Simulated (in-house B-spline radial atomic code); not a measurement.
# Ionising the selenium ion Se⁴⁺ with different functionals

Computed with a B-spline radial code for spherical atoms: four-component Dirac-Coulomb Hamiltonian, Fermi nucleus of rms radius 4.14 fm, spin-restricted, spherical fractional occupations for the functionals. The ionisation energy is the difference of two self-consistent energies, [Ar] 3d10 4s2 → [Ar] 3d10 4s1, without Breit or QED terms; ε is the level of the shell that loses the electron (mean over j).

Hybrids are left out here: with spherical fractional occupations of an open shell their exact exchange keeps a self-interaction that integer-occupation calculations don't have.

| method | rung | ΔSCF (eV) | -ε(4s) (eV) |
| --- | --- | --- | --- |
| LDA VWN5 | LDA | 69.07 | 62.19 |
| relativistic LDA | LDA | 69.00 | 62.12 |
| LDA PW92 | LDA | ? | ? |
| LDA exchange-only | LDA | 67.58 | 60.68 |
| PBE | GGA | 68.57 | 61.71 |
| PBEsol | GGA | 68.54 | 61.74 |
| BLYP | GGA | 68.79 | 61.85 |
| RPBE | GGA | 68.28 | 61.49 |
| PW91 | GGA | 68.70 | 61.86 |
| BP86 | GGA | 68.76 | 61.95 |
| AM05 | GGA | ? | ? |
| OLYP | GGA | 67.99 | 61.27 |

**Question.** What does LDA PW92 give?

**Answer.** ΔSCF 69.07 eV, and -ε(4s) = 62.18 eV.

**Question.** What does AM05 give?

**Answer.** ΔSCF 68.50 eV, and -ε(4s) = 61.70 eV.

**Question.** How do they compare with the NIST value?

**Answer.** NIST lists 68.3 eV ± 0.1 (semi-empirical, ground level to ground level). Errors run from -0.72 to +0.77 eV; RPBE is closest (-0.02 eV), but part of that can be cancellation, since the calculations leave out Breit-QED terms, spin polarisation.
